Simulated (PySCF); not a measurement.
C$_{3}$H$_{5}$AlCl$_{2}$ (SMILES C=C[CH2][Al]([Cl])[Cl]), singlet, geometry from GFN2-xTB (such geometries of metal compounds can be far from the true shape); B3LYP/6-31G, polarisability by finite fields (PySCF).

Here is a job for PySCF.
```python
from pyscf import gto, scf, dft

mol = gto.Mole()
mol.atom = '''
    Al    0.04696621   -0.15018243    0.49524958
    C     0.22868237   -1.16857946   -1.23769940
    C    -0.42816082   -0.43854935   -2.35583918
    C     0.20378089    0.33339583   -3.22599273
    H    -0.20694449   -2.16644505   -1.11646255
    H     1.29396351   -1.31368830   -1.45217282
    H    -1.50210981   -0.55921558   -2.42865348
    H     1.27070505    0.48192852   -3.17909608
    H    -0.31622642    0.84441428   -4.01746774
    Cl   -0.66444363    1.75285451    0.49929250
    Cl    0.59528108   -1.02886773    2.24616608
'''
mol.basis = '6-31g'
mol.verbose = 4
mol.build()

mf = dft.RKS(mol)
mf.xc = 'b3lyp'
mf.conv_tol = 1e-11
mf.kernel()
h0, z, done = mf.get_hcore(), mol.intor('int1e_r')[2], []
def energy(F):
    f = mf.copy()
    f.scf_summary = {}
    f.get_hcore = lambda *a: h0 + F * z
    e = f.kernel(mf.make_rdm1())
    done.append(f.converged)
    return e
F = 0.001
alpha = -(energy(F) + energy(-F) - 2 * mf.e_tot) / F**2
print('alpha_zz =', alpha)
```

Task: Predict the main parts of the log of this PySCF run.

Result: 
```
PySCF version 2.14.0

[INPUT] verbose = 4
[INPUT] num. atoms = 11
[INPUT] num. electrons = 70
[INPUT] charge = 0
[INPUT] spin (= nelec alpha-beta = 2S) = 0
[INPUT] symmetry False subgroup None
[INPUT] Mole.unit = angstrom
[INPUT] Symbol           X                Y                Z      unit          X                Y                Z       unit  Magmom
[INPUT]  1 Al     0.046966210000  -0.150182430000   0.495249580000 AA    0.088753274009  -0.283803661422   0.935886069506 Bohr   0.0
[INPUT]  2 C      0.228682370000  -1.168579460000  -1.237699400000 AA    0.432147048816  -2.208295134192  -2.338912890539 Bohr   0.0
[INPUT]  3 C     -0.428160820000  -0.438549350000  -2.355839180000 AA   -0.809106687069  -0.828738163606  -4.451890843720 Bohr   0.0
[INPUT]  4 C      0.203780890000   0.333395830000  -3.225992730000 AA    0.385090071520   0.630026809772  -6.096242739538 Bohr   0.0
[INPUT]  5 H     -0.206944490000  -2.166445050000  -1.116462550000 AA   -0.391068409088  -4.093987808420  -2.109808447834 Bohr   0.0
[INPUT]  6 H      1.293963510000  -1.313688300000  -1.452172820000 AA    2.445236649081  -2.482511100045  -2.744208915337 Bohr   0.0
[INPUT]  7 H     -1.502109810000  -0.559215580000  -2.428653480000 AA   -2.838576149922  -1.056764290790  -4.589489928672 Bohr   0.0
[INPUT]  8 H      1.270705050000   0.481928520000  -3.179096080000 AA    2.401284529602   0.910712914417  -6.007620914878 Bohr   0.0
[INPUT]  9 H     -0.316226420000   0.844414280000  -4.017467740000 AA   -0.597581327152   1.595711724872  -7.591913742875 Bohr   0.0
[INPUT] 10 Cl    -0.664443630000   1.752854510000   0.499292500000 AA   -1.255616485912   3.312414960109   0.943526081049 Bohr   0.0
[INPUT] 11 Cl     0.595281080000  -1.028867730000   2.246166080000 AA    1.124918208335  -1.944278228103   4.244638721488 Bohr   0.0

nuclear repulsion = 379.502627939253
number of shells = 46
number of NR pGTOs = 224
number of NR cGTOs = 76
basis = 6-31g
ecp = {}

******** <class 'pyscf.dft.rks.RKS'> ********
method = RKS
initial guess = minao
damping factor = 0
level_shift factor = 0
DIIS = <class 'pyscf.scf.diis.CDIIS'>
diis_start_cycle = 1
diis_space = 8
diis_damp = 0
SCF conv_tol = 1e-11
SCF conv_tol_grad = None
SCF max_cycles = 50
direct_scf = True
direct_scf_tol = 1e-13
XC library pyscf.dft.libxc version 7.1.2
    S. Lehtola, C. Steigemann, M. J. T. Oliveira, and M. A. L. Marques,  SoftwareX 7, 1–5 (2018)
XC functionals = b3lyp
    P. J. Stephens, F. J. Devlin, C. F. Chabalowski, and M. J. Frisch,  J. Phys. Chem. 98, 11623 (1994)
radial grids:
    Treutler-Ahlrichs [JCP 102, 346 (1995); DOI:10.1063/1.469408] (M4) radial grids

becke partition: Becke, JCP 88, 2547 (1988); DOI:10.1063/1.454033
pruning grids: <function nwchem_prune>
grids dens level: 3
symmetrized grids: False
atomic radii adjust function: <function treutler_atomic_radii_adjust>
small_rho_cutoff = 0
Set gradient conv threshold to 3.16228e-06
Initial guess from minao.
tot grids = 148336
init E= -1280.7298431902
  HOMO = -0.285063602332561  LUMO = -0.072708009230247  gap/eV = 5.77849
cycle= 1 E= -1280.08364914042  delta_E= 0.646  |g|= 0.526  |ddm|= 3.12
  HOMO = -0.1921652368665  LUMO = -0.0773717355721879  gap/eV = 3.12369
cycle= 2 E= -1280.05822136776  delta_E= 0.0254  |g|= 0.612  |ddm|= 1.72
  HOMO = -0.250388667859254  LUMO = -0.0554176125996233  gap/eV = 5.30543
cycle= 3 E= -1280.18013629045  delta_E= -0.122  |g|= 0.0407  |ddm|= 0.919
  HOMO = -0.250432936183919  LUMO = -0.0557269321592346  gap/eV = 5.29822
cycle= 4 E= -1280.18036697073  delta_E= -0.000231  |g|= 0.0297  |ddm|= 0.0665
  HOMO = -0.250179189212706  LUMO = -0.0550404495017687  gap/eV = 5.31000
cycle= 5 E= -1280.18060473066  delta_E= -0.000238  |g|= 0.00428  |ddm|= 0.029
  HOMO = -0.250305372560751  LUMO = -0.0551597109466382  gap/eV = 5.31018
cycle= 6 E= -1280.18061012112  delta_E= -5.39e-06  |g|= 0.000851  |ddm|= 0.00627
  HOMO = -0.250321391450823  LUMO = -0.0551586786135443  gap/eV = 5.31065
cycle= 7 E= -1280.18061033171  delta_E= -2.11e-07  |g|= 0.000151  |ddm|= 0.00136
  HOMO = -0.250338147283073  LUMO = -0.0551564885408291  gap/eV = 5.31116
cycle= 8 E= -1280.18061033806  delta_E= -6.35e-09  |g|= 5.91e-05  |ddm|= 0.000301
  HOMO = -0.250333471129224  LUMO = -0.0551547634492824  gap/eV = 5.31108
cycle= 9 E= -1280.18061033919  delta_E= -1.14e-09  |g|= 1.08e-05  |ddm|= 0.000102
  HOMO = -0.250333030431427  LUMO = -0.0551550586708385  gap/eV = 5.31106
cycle= 10 E= -1280.18061033923  delta_E= -3.96e-11  |g|= 2.54e-06  |ddm|= 2.16e-05
  HOMO = -0.250333397108928  LUMO = -0.0551550956348432  gap/eV = 5.31107
cycle= 11 E= -1280.18061033924  delta_E= -6.37e-12  |g|= 7.19e-07  |ddm|= 4.04e-06
  HOMO = -0.25033330144461  LUMO = -0.0551550609389564  gap/eV = 5.31107
Extra cycle  E= -1280.18061033924  delta_E= 9.09e-13  |g|= 8.82e-07  |ddm|= 1.92e-06
converged SCF energy = -1280.18061033924

******** <class 'pyscf.dft.rks.RKS'> ********
method = RKS
initial guess = minao
damping factor = 0
level_shift factor = 0
DIIS = <class 'pyscf.scf.diis.CDIIS'>
diis_start_cycle = 1
diis_space = 8
diis_damp = 0
SCF conv_tol = 1e-11
SCF conv_tol_grad = None
SCF max_cycles = 50
direct_scf = True
direct_scf_tol = 1e-13
XC library pyscf.dft.libxc version 7.1.2
    S. Lehtola, C. Steigemann, M. J. T. Oliveira, and M. A. L. Marques,  SoftwareX 7, 1–5 (2018)
XC functionals = b3lyp
    P. J. Stephens, F. J. Devlin, C. F. Chabalowski, and M. J. Frisch,  J. Phys. Chem. 98, 11623 (1994)
radial grids:
    Treutler-Ahlrichs [JCP 102, 346 (1995); DOI:10.1063/1.469408] (M4) radial grids

becke partition: Becke, JCP 88, 2547 (1988); DOI:10.1063/1.454033
pruning grids: <function nwchem_prune>
grids dens level: 3
symmetrized grids: False
atomic radii adjust function: <function treutler_atomic_radii_adjust>
small_rho_cutoff = 0
Overwritten attributes  get_hcore  of <class 'pyscf.dft.rks.RKS'>
Set gradient conv threshold to 3.16228e-06
init E= -1280.17986650418
  HOMO = -0.25444624536954  LUMO = -0.0543198699244509  gap/eV = 5.44572
cycle= 1 E= -1280.1798993264  delta_E= -3.28e-05  |g|= 0.00544  |ddm|= 0.0402
  HOMO = -0.252932614006265  LUMO = -0.0550672141406305  gap/eV = 5.38419
cycle= 2 E= -1280.17988832834  delta_E= 1.1e-05  |g|= 0.0085  |ddm|= 0.019
  HOMO = -0.253420319428435  LUMO = -0.0548683988455536  gap/eV = 5.40287
cycle= 3 E= -1280.17990944701  delta_E= -2.11e-05  |g|= 0.00112  |ddm|= 0.00936
  HOMO = -0.253506696987333  LUMO = -0.054840543139357  gap/eV = 5.40598
cycle= 4 E= -1280.17990980325  delta_E= -3.56e-07  |g|= 0.000248  |ddm|= 0.00156
  HOMO = -0.253502682731854  LUMO = -0.0548121389180842  gap/eV = 5.40665
cycle= 5 E= -1280.17990982201  delta_E= -1.88e-08  |g|= 5.78e-05  |ddm|= 0.000419
  HOMO = -0.253505810084893  LUMO = -0.0548166508324286  gap/eV = 5.40661
cycle= 6 E= -1280.17990982292  delta_E= -9.06e-10  |g|= 1.54e-05  |ddm|= 7.82e-05
  HOMO = -0.253506953886981  LUMO = -0.0548181137938666  gap/eV = 5.40660
cycle= 7 E= -1280.17990982298  delta_E= -6.37e-11  |g|= 2.94e-06  |ddm|= 2.21e-05
  HOMO = -0.253506660203754  LUMO = -0.0548179016706756  gap/eV = 5.40660
cycle= 8 E= -1280.17990982298  delta_E= 4.55e-13  |g|= 1.02e-06  |ddm|= 6.43e-06
  HOMO = -0.253506413598036  LUMO = -0.0548178618087189  gap/eV = 5.40659
Extra cycle  E= -1280.17990982299  delta_E= -5e-12  |g|= 1.24e-06  |ddm|= 3.19e-06
converged SCF energy = -1280.17990982299

******** <class 'pyscf.dft.rks.RKS'> ********
method = RKS
initial guess = minao
damping factor = 0
level_shift factor = 0
DIIS = <class 'pyscf.scf.diis.CDIIS'>
diis_start_cycle = 1
diis_space = 8
diis_damp = 0
SCF conv_tol = 1e-11
SCF conv_tol_grad = None
SCF max_cycles = 50
direct_scf = True
direct_scf_tol = 1e-13
XC library pyscf.dft.libxc version 7.1.2
    S. Lehtola, C. Steigemann, M. J. T. Oliveira, and M. A. L. Marques,  SoftwareX 7, 1–5 (2018)
XC functionals = b3lyp
    P. J. Stephens, F. J. Devlin, C. F. Chabalowski, and M. J. Frisch,  J. Phys. Chem. 98, 11623 (1994)
radial grids:
    Treutler-Ahlrichs [JCP 102, 346 (1995); DOI:10.1063/1.469408] (M4) radial grids

becke partition: Becke, JCP 88, 2547 (1988); DOI:10.1063/1.454033
pruning grids: <function nwchem_prune>
grids dens level: 3
symmetrized grids: False
atomic radii adjust function: <function treutler_atomic_radii_adjust>
small_rho_cutoff = 0
Set gradient conv threshold to 3.16228e-06
init E= -1280.1813541743
  HOMO = -0.246152662338482  LUMO = -0.0560178058199896  gap/eV = 5.17383
cycle= 1 E= -1280.1813870488  delta_E= -3.29e-05  |g|= 0.00544  |ddm|= 0.0404
  HOMO = -0.247727602615584  LUMO = -0.0552404223571601  gap/eV = 5.23784
cycle= 2 E= -1280.18137601578  delta_E= 1.1e-05  |g|= 0.00851  |ddm|= 0.0191
  HOMO = -0.247224913008483  LUMO = -0.0554509348298005  gap/eV = 5.21844
cycle= 3 E= -1280.18139717107  delta_E= -2.12e-05  |g|= 0.00112  |ddm|= 0.00936
  HOMO = -0.247134453995429  LUMO = -0.0554813655681348  gap/eV = 5.21515
cycle= 4 E= -1280.18139752827  delta_E= -3.57e-07  |g|= 0.00025  |ddm|= 0.00157
  HOMO = -0.247138317719166  LUMO = -0.0555098268980563  gap/eV = 5.21448
cycle= 5 E= -1280.1813975472  delta_E= -1.89e-08  |g|= 5.93e-05  |ddm|= 0.000418
  HOMO = -0.247135230152204  LUMO = -0.0555053472104909  gap/eV = 5.21451
cycle= 6 E= -1280.18139754815  delta_E= -9.45e-10  |g|= 1.55e-05  |ddm|= 7.93e-05
  HOMO = -0.247134053371477  LUMO = -0.0555038204531322  gap/eV = 5.21452
cycle= 7 E= -1280.18139754821  delta_E= -6.32e-11  |g|= 2.96e-06  |ddm|= 2.25e-05
  HOMO = -0.247134369742014  LUMO = -0.0555040160749676  gap/eV = 5.21453
cycle= 8 E= -1280.18139754821  delta_E=    0  |g|= 1.02e-06  |ddm|= 6.43e-06
  HOMO = -0.247134611395355  LUMO = -0.0555040615931033  gap/eV = 5.21453
Extra cycle  E= -1280.18139754821  delta_E= -3.18e-12  |g|= 1.23e-06  |ddm|= 3.23e-06
converged SCF energy = -1280.18139754821
alpha_zz = 86.69272119732341
```
